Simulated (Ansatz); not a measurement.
```yaml
crystal:
  periodic: [false, false, false]
  atoms:
    - {symbol: B, position_ang: [-0.974574, 1.216300, -0.311285]}
    - {symbol: Ga, position_ang: [0.142489, -0.487050, 0.060700]}
    - {symbol: O, position_ang: [1.861611, -0.580297, 0.507892]}
    - {symbol: F, position_ang: [-0.578024, -2.097699, -0.044315]}
    - {symbol: H, position_ang: [-1.055815, 1.665467, -1.413349]}
    - {symbol: H, position_ang: [-1.561609, 1.766557, 0.569360]}
    - {symbol: H, position_ang: [2.165922, -1.483278, 0.631007]}
basis:
  gaussian: {orbitals: cc-pVDZ, fitting: {mean_field: def2-universal-jkfit}}
hamiltonian: {xc: {name: TPSS}}
```

```sh
$ ansatz run in.yaml --threads 2 --pin off --events-out ev --progress --plain --max-ram 4352MiB
```

Shortened log:

```
Error: YAML parse error: error: line 13 column 19: hamiltonian.xc: no functional is named "TPSS"; the names, which are not case-sensitive, are SVWN5, SPW92, PBE, PBE0, PBEsol, revPBE, revPBE0, RPBE, rPW86-PBE, HSE06, wPBEh, LC-wPBE, HISS, HF, BLYP, B3LYP, B3LYP5, BHLYP, CAM-B3LYP, r2SCAN, r2SCANh, r2SCAN0, r2SCAN50, m-r2SCAN, B97, wB97, wB97X, wB97X-V, B97M-V, wB97M-V, B2PLYP, B2GP-PLYP, PBE0-DH, PBE-QIDH
11 | basis:
12 |   gaussian: {orbitals: cc-pVDZ, fitting: {mean_field: def2-universal-jkfit}}
13 | hamiltonian: {xc: {name: TPSS}}
```

**Question.** What is wrong with this run?

**Answer.** The method's name isn't one that the program takes here. The input was rejected before any iteration.

HSE06 is defined as in plane-wave codes.
